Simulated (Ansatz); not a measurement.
Gas-phase electronic energies from Ansatz, PBE0-D4/def2-TZVP geometries. CBS: MP2 limit from def2 TZ/QZ plus the TZ coupled-cluster correction, frozen cores. Functionals use def2-TZVPP. Each species was taken in one conformer, which may not be the lowest.

Reaction (redistribution): `C=C[SiH2]BN` + `SC1N[SiH2]1` → `NBC1N[SiH2]1` + `C=C[SiH2]S`

`C=C[SiH2]BN`:

```xyz
13

C    -0.788   -0.462   -2.533
C     0.091   -0.514   -1.536
Si    0.187    0.749   -0.163
B    -0.245   -0.055    1.639
N     0.691   -0.040    2.662
H    -0.835   -1.225   -3.305
H    -1.503    0.352   -2.620
H     0.779   -1.360   -1.509
H    -0.763    1.849   -0.504
H     1.566    1.336   -0.141
H    -1.306   -0.565    1.868
H     1.608    0.366    2.568
H     0.519   -0.429    3.575
```

`SC1N[SiH2]1`:

```xyz
9

S     0.640    0.935    1.599
C     0.104    0.668   -0.079
N    -1.045   -0.232   -0.351
Si    0.436   -0.995   -0.788
H    -0.355    1.763    1.974
H     0.097    1.575   -0.677
H    -1.606   -0.479    0.452
H     1.078   -1.989    0.098
H     0.651   -1.246   -2.228
```

`NBC1N[SiH2]1`:

Cartesian coordinates in Å:
```
N 2.079 -0.149 -0.913
B 1.161 0.140 0.098
C -0.258 -0.470 0.098
N -1.077 -0.375 1.364
Si -1.722 0.661 0.153
H 2.985 0.280 -0.963
H 1.896 -0.791 -1.666
H 1.482 0.918 0.952
H -0.455 -1.349 -0.524
H -1.532 -1.238 1.626
H -1.644 2.115 0.401
H -2.915 0.259 -0.627
```

`C=C[SiH2]S`:

Cartesian coordinates in Å:
```
C -0.473 0.401 1.641
C 0.436 -0.067 0.790
Si -0.026 -0.706 -0.888
S 0.933 0.390 -2.457
H -1.531 0.420 1.392
H -0.206 0.785 2.622
H 1.484 -0.058 1.084
H -1.507 -0.648 -1.003
H 0.449 -2.096 -1.109
H 0.439 1.579 -2.071
```

CCSD(T)/CBS gives -31.9 kcal/mol.

(1) Another level gave -31.9 kcal/mol. Which?
A. CCSD/def2-TZVPP
B. PBE/def2-TZVPP
C. PBE0-D4/def2-TZVPP
D. HF/def2-TZVPP

Largest T1 diagnostic among the species: 0.013.

Results:

(1) A. CCSD/def2-TZVPP -31.9, HF/def2-TZVPP -34.1, PBE -29.3, PBE0-D4 -30.9 kcal/mol.

In def2-TZVPP, CCSD(T) changes the Hartree–Fock value by +2.5 kcal/mol (the triples alone add +0.4 kcal/mol) and MP2 by +0.9 kcal/mol. From PBE to PBE0 (25 % exact exchange), in def2-TZVPP and without D4, ΔE moves by −1.5 kcal/mol.
